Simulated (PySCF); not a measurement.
Ge(H)(F)2(Me) (CH4F2Ge), SMILES [CH3][GeH]([F])[F].

Geometry optimised at B3LYP-D3(BJ)/def2-SVP.

Calculation: M06-2X/def2-TZVP run with PySCF.

Symmetry labels are those of the subgroup Cs that the program uses (full group Cs).

List the valence orbital energies around the gap with their symmetry. (An estimate is asked for; the answer gives what the named calculation found.)


```
orbital  symmetry  energy (eV)
-------  --------  -----------
HOMO−7         A'       -14.65
HOMO−6         A'       -14.27
HOMO−5         A"       -13.74
HOMO−4         A'       -13.47
HOMO−3         A"       -13.42
HOMO−2         A"       -13.24
HOMO−1         A'       -12.57
HOMO           A'       -10.78
LUMO           A"         1.41
LUMO+1         A'         1.47
LUMO+2         A'         1.77
LUMO+3         A'         2.51
```
